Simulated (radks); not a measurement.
Q: Cr XV, 10 electrons, occupied as [He] 2s2 2p5 3s1 (not the ground configuration). Method: scalar-relativistic Kohn-Sham, BLYP, spin-polarised, spherical densities, finite nucleus; open shells are filled with parallel spins first; Fermi nuclear charge, rms radius 3.6452 fm; computed with a radial shooting solver on a logarithmic mesh with Libxc functionals. Some entries of the table are withheld. Estimate them.

orbital  occ.  eigenvalue (hartree)  <1/r> (bohr^-1)
1s up       1             -234.8294            23.90
1s down     1             -234.6603            23.91
2s up       1             -41.10808            5.213
2s down     1             -40.83766            5.199
2p up       3             -37.55924              (1)
2p down     2             -37.24905              (2)
3s up       1             -15.24635            2.011
3s down     0             -14.98818            2.008

A: 
(1) 2p up <1/r> (bohr^-1): 5.115
(2) 2p down <1/r> (bohr^-1): 5.104
